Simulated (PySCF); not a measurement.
**Nonlinear optical response: `C=C(Cl)/C(Cl)=C\B(C)C`, C₆H₉BCl₂**

Molfile (atoms numbered from 1):
```
C6H9BCl2
     RDKit          3D

 18 17  0  0  0  0  0  0  0  0999 V2000
    3.1976    1.7036    2.9523 C   0  0  0  0  0  0  0  0  0  0  0  0
    1.8860    1.8051    2.7232 C   0  0  0  0  0  0  0  0  0  0  0  0
    0.9687    3.0607    3.5282 Cl  0  0  0  0  0  0  0  0  0  0  0  0
    1.0492    0.9769    1.8496 C   0  0  0  0  0  0  0  0  0  0  0  0
    1.9047   -0.2947    1.0166 Cl  0  0  0  0  0  0  0  0  0  0  0  0
   -0.2682    1.1626    1.6883 C   0  0  0  0  0  0  0  0  0  0  0  0
   -1.1580    2.2685    2.3782 B   0  0  0  0  0  0  0  0  0  0  0  0
   -1.5320    3.5547    1.5413 C   0  0  0  0  0  0  0  0  0  0  0  0
   -2.0273    1.8546    3.6302 C   0  0  0  0  0  0  0  0  0  0  0  0
    3.7663    0.9208    2.4497 H   0  0  0  0  0  0  0  0  0  0  0  0
    3.7091    2.3867    3.6304 H   0  0  0  0  0  0  0  0  0  0  0  0
   -0.7766    0.4714    1.0043 H   0  0  0  0  0  0  0  0  0  0  0  0
   -0.7310    3.9083    0.8764 H   0  0  0  0  0  0  0  0  0  0  0  0
   -2.3806    3.2664    0.8914 H   0  0  0  0  0  0  0  0  0  0  0  0
   -1.8869    4.3895    2.1647 H   0  0  0  0  0  0  0  0  0  0  0  0
   -1.5456    1.1196    4.2909 H   0  0  0  0  0  0  0  0  0  0  0  0
   -2.9396    1.3724    3.2290 H   0  0  0  0  0  0  0  0  0  0  0  0
   -2.3670    2.7160    4.2251 H   0  0  0  0  0  0  0  0  0  0  0  0
  1  2  2  0
  2  3  1  0
  2  4  1  0
  4  5  1  0
  4  6  2  0
  6  7  1  0
  7  8  1  0
  7  9  1  0
  1 10  1  0
  1 11  1  0
  6 12  1  0
  8 13  1  0
  8 14  1  0
  8 15  1  0
  9 16  1  0
  9 17  1  0
  9 18  1  0
M  END
```

Computed, not measured: quadratic response CAM-B3LYP/aug-cc-pVDZ first hyperpolarisability, Taylor convention, gas phase in PySCF 2.14.0. Geometry: PBE0-D3(BJ)/def2-SVP.

Question: What is the first hyperpolarisability, and how does it disperse?

Answer: In au, Taylor convention; the vector part is βᵢ = ⅓ Σⱼ (βᵢⱼⱼ + βⱼᵢⱼ + βⱼⱼᵢ); β∥ is 3/5 of the vector part along the dipole, the dipole points from − to +:
```tsv
process	λ (nm)	β vector norm	β∥	β HRS	depolarisation ratio
static β(0;0,0)	∞	130.3	15.9	51.8	5.81
second harmonic β(−2ω;ω,ω)	1907	149.3	16.3	58.6	6.07
Pockels β(−ω;ω,0)	1907	136.3	16.0	–	–
second harmonic β(−2ω;ω,ω)	1064	204.6	17.2	79.0	6.33
Pockels β(−ω;ω,0)	1064	150.8	16.3	–	–
```

Question: Which lowest excitations, dipole and polarisabilities go with it?

Answer: S1 5.22 eV (f = 0.445); S2 5.68 eV (f = 0.000); S3 5.80 eV (f = 0.001); dipole 0.57 D; isotropic α 120.1 au static, 120.5 au at 1907 nm, 121.6 au at 1064 nm, 122.0 au at 953.5 nm, 126.8 au at 532 nm.
